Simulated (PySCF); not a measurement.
CaCl, charge +1. Atoms are numbered in the order given.

```xyz
2

Ca     0.0000     0.0000    -1.0652
Cl     0.0000     0.0000     1.2531
```
Charge +1, spin multiplicity 1.

Coordinates come from a PBE-D3(BJ)/def2-TZVPD optimisation. The multiplicity is an assumed one; other spin states were not compared.

Calculation: PBE/def2-TZVPD (PySCF).

Mulliken values depend strongly on the basis, most of all with diffuse functions as here. Atomic charges (e):

| atom | Mulliken | meta-Löwdin |
|---|---|---|
| Ca1 | 1.48 | 1.66 |
| Cl2 | -0.48 | -0.66 |
